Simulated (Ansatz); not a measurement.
Cost and result for the atomization energy of C2H5ClOSi, SMILES `ClC1C[SiH2]O1` (10 atoms, 10 bonds).

| atom | x (Å) | y (Å) | z (Å) |
| --- | --- | --- | --- |
| Cl1 | 2.029 | 1.485 | -0.097 |
| C2 | 1.074 | -0.033 | -0.025 |
| C3 | -0.148 | 0.082 | 0.908 |
| Si4 | -1.087 | -0.199 | -0.688 |
| O5 | 0.485 | -0.313 | -1.276 |
| H6 | 1.794 | -0.807 | 0.240 |
| H7 | -0.188 | -0.716 | 1.649 |
| H8 | -0.235 | 1.047 | 1.401 |
| H9 | -1.851 | -1.463 | -0.843 |
| H10 | -1.873 | 0.917 | -1.270 |

Total charge 0; spin multiplicity 1. The geometry is a stationary point of PBE0-D4/def2-TZVP. Program: Ansatz. All runs use 4 threads of an Arm Neoverse V2 on a shared host. Times are those of one run each, without the atoms' runs, and a repeat can differ threefold. Electronic energies, without spin–orbit coupling; frozen cores. CCSD(T)/CBS adds CCSD(T) − MP2 in def2-TZVPP to the MP2 limit, and its time is that of the two runs behind it. T1 = 0.012.

CCSD(T)/CBS is a level of theory with its own doubt, some kJ/mol a heavy atom from the limit and from the frozen cores, so smaller differences don't rank the functionals.

```json
{"level": "LDA (SPW92)/def2-TZVPP", "functions": "247", "wall time": "1.3 s"}
{"level": "revPBE-D4/def2-TZVPP", "functions": "247", "wall time": "2.1 s"}
{"level": "PBE-D4/def2-TZVPP (with forces)", "functions": "247", "wall time": "2.6 s"}
{"level": "BHLYP-D4/def2-TZVPP", "functions": "247", "wall time": "3.2 s"}
{"level": "CAM-B3LYP-D4/def2-TZVPP", "functions": "247", "wall time": "3.5 s"}
{"level": "CCSD(T)/def2-SVP", "functions": "103", "wall time": "4 s"}
{"level": "r2SCANh-D4/def2-TZVPP", "functions": "247", "wall time": "5.5 s"}
{"level": "PBE-QIDH/def2-TZVPP", "functions": "247", "wall time": "5.5 s"}
{"level": "ωB97X-V/def2-TZVPP", "functions": "247", "wall time": "8 s"}
{"level": "B97M-V/def2-TZVPP", "functions": "247", "wall time": "10 s"}
{"level": "MP2/def2-QZVPP", "functions": "461", "wall time": "21 s"}
{"level": "CCSD(T)/def2-TZVPP", "functions": "247", "wall time": "2.2 min"}
{"level": "CCSD(T)/CBS(def2)", "functions": "–", "wall time": "2.5 min"}
```

(1) What atomization energy does each give, and how far from CCSD(T)/CBS? (Best estimate.)

Results:

(1) Computed: 
```tsv
level	atomization (kcal/mol)	difference from CCSD(T)/CBS	per bond
LDA (SPW92)/def2-TZVPP	1022.4	136.3	13.6
revPBE-D4/def2-TZVPP	882.1	-4.0	-0.4
PBE-D4/def2-TZVPP (with forces)	904.5	18.4	1.8
BHLYP-D4/def2-TZVPP	855.0	-31.1	-3.1
CAM-B3LYP-D4/def2-TZVPP	886.3	0.2	0.0
CCSD(T)/def2-SVP	829.1	-57.0	-5.7
r2SCANh-D4/def2-TZVPP	883.3	-2.8	-0.3
PBE-QIDH/def2-TZVPP	882.7	-3.4	-0.3
ωB97X-V/def2-TZVPP	890.4	4.3	0.4
B97M-V/def2-TZVPP	888.7	2.6	0.3
MP2/def2-QZVPP	895.7	9.6	1.0
CCSD(T)/def2-TZVPP	861.3	-24.8	-2.5
CCSD(T)/CBS(def2)	886.1	0.0	0.0
```

From r2SCAN to r2SCAN0 (25 % exact exchange), in def2-TZVPP and without D4, the atomization energy moves by −14.7 kcal/mol: exact exchange takes away binding that semilocal exchange gives to molecules. In def2-TZVPP, CCSD(T) changes the Hartree–Fock value by +224.7 kcal/mol (the triples alone add +15.1 kcal/mol) and MP2 by +244.4 kcal/mol; breaking electron pairs costs correlation energy, which Hartree–Fock lacks. At CCSD(T), def2-SVP lies −57.0 kcal/mol from the extrapolated value and def2-TZVPP −24.8 kcal/mol: correlation converges slowly with the basis, and small sets miss more of it in the bonded molecule than in its fragments.
